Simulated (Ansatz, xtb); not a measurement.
**FHNSi2−: which of two structures lies lower**

Structure a: a singlet given by its coordinates. Structure b: `F[SiH-]N=[Si]`, a singlet. Both are isolated ions in the gas phase, relaxed with r2SCAN-D4/def2-SVPD; the shapes shown needn't be the lowest conformers.

a (Å):

```xyz
5

F     1.3424   -2.1555   -0.4234
N     0.3921    0.2806    0.1642
Si   -0.7510    1.2287    0.9337
Si    1.4118   -0.5035   -0.8836
H     0.0810    1.7224    2.1764
```

Close contacts (Å): F1–Si4 1.72, N2–Si3 1.67, N2–Si4 1.66, Si3–H5 1.57.

b (Å):

```yaml
atoms:
  - { symbol: F, position_ang: [0.4586, 2.1518, -2.3612] }
  - { symbol: N, position_ang: [-0.2258, -0.0662, -0.9616] }
  - { symbol: Si, position_ang: [-0.2508, 1.7113, -0.8516] }
  - { symbol: Si, position_ang: [-0.0055, -1.6408, -0.8594] }
  - { symbol: H, position_ang: [-1.7256, 1.8992, -1.2859] }
```

Energies in hartree; the thermal terms are from r2SCAN-D4/def2-SVPD harmonic frequencies (ideal gas, rigid rotor, one conformer each, 298.15 K, 1 atm) and include the zero-point energy:

|  | a | b |
| --- | --- | --- |
| E, CCSD(T)/def2-SVPD | −732.703291 | −732.696783 |
| E, MP2/def2-SVPD | −732.654790 | −732.652064 |
| E, MP2/def2-TZVPPD | −733.166064 | −733.160024 |
| zero-point energy | 0.013715 | 0.014696 |
| H(298 K) − E | 0.019995 | 0.020667 |
| G(298 K) − E | −0.015553 | −0.014261 |

Correct the CCSD(T) difference for the basis set by the MP2 change, then work out ΔE, ΔE₀, ΔH and ΔG for a → b in kJ/mol (1 Eh = 2625.50 kJ/mol) and the equilibrium ratio [b]/[a].

1. Differences b − a: CCSD(T) +0.006508, MP2 in the small set +0.002726, MP2 in the large set +0.006040 Eh.
2. ΔE = +0.006508 + (+0.006040 − (+0.002726)) = +0.009822 Eh = +25.79 kJ/mol.
3. ΔE₀ = ΔE + ΔZPE = +0.009822 + (+0.000981) Eh = +28.36 kJ/mol.
4. ΔH = ΔE + (+0.000672) Eh = +27.55 kJ/mol.
5. ΔG = ΔE + (+0.001292) Eh = +29.18 kJ/mol, so ΔS = (ΔH − ΔG)/T = −5.5 J/(mol K).
6. kT = 0.9442 mEh, so K = [b]/[a] = exp(−ΔG/kT) = exp(−11.77) ≈ 7.7 × 10^−6.

Structure a is favoured at this temperature. An error of 4 kJ/mol in ΔG would change K by a factor of 5. Large T1 diagnostics make the coupled-cluster value less sure. Mirror images and further conformers aren't counted.

Other levels gave ΔE = +19.6 (r2SCAN-D4/def2-SVPD); +48.5 (HF/def2-SVPD); +7.2 (MP2/def2-SVPD); +17.1 (CCSD(T)/def2-SVPD) kJ/mol. The correlated steps freeze 12 core orbitals. Programs: Ansatz 0.2.0.
